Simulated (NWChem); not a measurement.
System: C2H2BrF; SMILES F/C=C\Br

Here is an NWChem input.

```
start job
memory heap 200 mb stack 900 mb global 1100 mb
geometry units angstroms noautosym nocenter noautoz
  F     -0.794582     2.056352     0.000000
  C      0.491050     1.757554     0.000000
  C      0.959803     0.512779     0.000000
  Br    -0.141173    -0.994593     0.000000
  H      1.148575     2.632409     0.000000
  H      2.033291     0.323103     0.000000
end
basis spherical
  * library def2-svp
end
dft
  xc pbe0
  iterations 150
end
cosmo
  do_cosmo_smd true
  solvent water
end
task dft energy
```

All runs use the structure optimised with PBE0/def2-SVP. Solvent: water.

Level: PBE0/def2-SVP with SMD (1 M gas to 1 M solution), gas-phase geometry.

Q: Predict the main results of this run. (PBE0/def2-SVP, SMD on the gas-phase geometry.) Quantities: solvation free energy (kcal/mol); cavity-dispersion-structure term (kcal/mol); dipole in solution (D).

A: 
```json
{
  "solvation free energy (kcal/mol)": "-0.7",
  "cavity-dispersion-structure term (kcal/mol)": "2.6",
  "dipole in solution (D)": "2.60"
}
```
